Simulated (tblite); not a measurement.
C₅H₁₃N₃Si.
SMILES with atom numbers: `[CH:1]#[C:2][SiH2:3][NH:4][CH:5]([CH2:6][NH2:7])[CH2:8][NH2:9]` (hydrogens: H10 on C1; H11, H12 on Si3; H13 on N4; H14 on C5; H15, H16 on C6; H17, H18 on N7; H19, H20 on C8; H21, H22 on N9)

A start from a force field or distance geometry was refined with GFN2-xTB geometry optimisation, gas phase in tblite 0.8.0. Values at the start:

```csv
coordinate,start
C1≡C2,1.220 Å
C1–H10,1.047 Å
C2–Si3,1.827 Å
Si3–N4,1.773 Å
Si3–H11,1.482 Å
N4–C5,1.427 Å
N4–H13,1.028 Å
C5–C6,1.513 Å
C5–H14,1.114 Å
C6–N7,1.466 Å
C6–H15,1.095 Å
C6–H16,1.105 Å
N7–H17,1.058 Å
C1–C2–Si3,177.9°
C2–Si3–N4,110.0°
Si3–N4–C5,112.1°
N4–C5–C6,112.8°
N4–C5–C8,111.7°
C5–C6–N7,106.2°
C5–C8–N9,110.1°
C6–C5–C8,104.9°
C2–Si3–N4–C5,-128°
Si3–N4–C5–C6,61°
N4–C5–C6–N7,180°
N4–C5–C8–N9,61°
```

Task: How do these coordinates change at the GFN2-xTB level?

Result: 
| coordinate | GFN2-xTB (Å or °) | change |
| --- | --- | --- |
| Si3–N4 | 1.714 | -0.059 |
| N7–H17 | 1.015 | -0.043 |
| C2–Si3 | 1.852 | +0.025 |
| C5–C6 | 1.536 | +0.023 |
| C5–H14 | 1.094 | -0.020 |
| N4–H13 | 1.009 | -0.019 |
| C1≡C2 | 1.201 | -0.019 |
| N4–C5 | 1.440 | +0.013 |
| C6–N7 | 1.453 | -0.013 |
| C6–H16 | 1.095 | -0.010 |
| C6–H15 | 1.103 | +0.008 |
| Si3–H11 | 1.476 | -0.006 |
| C1–H10 | 1.053 | +0.006 |
| Si3–N4–C5 | 125.6 | +13.5 |
| C2–Si3–N4 | 103.6 | -6.4 |
| C6–C5–C8 | 110.4 | +5.5 |
| C5–C6–N7 | 110.8 | +4.6 |
| N4–C5–C6 | 109.7 | -3.1 |
| N4–C5–C8 | 112.4 | +0.7 |
| C1–C2–Si3 | 178.1 | +0.2 |
| C5–C8–N9 | 110.2 | +0.1 |
| Si3–N4–C5–C6 | 132 | +71 |
| C2–Si3–N4–C5 | -172 | -44 |
| N4–C5–C8–N9 | 71 | +10 |
| N4–C5–C6–N7 | -174 | +6 |

The energy falls by 17.7 kcal/mol over 132 L-BFGS steps, the largest force on an atom goes from 2.43 to 0.007 eV/Å, and the atoms move by 0.796 Å rms after alignment. The bond that changes most is Si3–N4 (SiH2 silicon to silicon-bound nitrogen), which shortens by 0.059 Å. Bonds longer at the end by more than 0.005 Å: 7 of 21; shorter: 11. Among the dihedrals that turn most is Si3–N4–C5–H14, from -65° to 13°. Rotational constants go from 2099, 702.6, 598.9 to 2156, 657.6, 555.4 MHz.

The run took 1.3 s wall on Arm Neoverse V1, one thread, shared host.

Its GFN2-xTB frequencies are all real (lowest 18 cm⁻¹). One conformer, not necessarily the lowest. 3 starts were optimised and ended at 0.00, 0.35 and 0.74 kcal/mol (GFN2-xTB); the lowest of these is shown.

These are computed values.
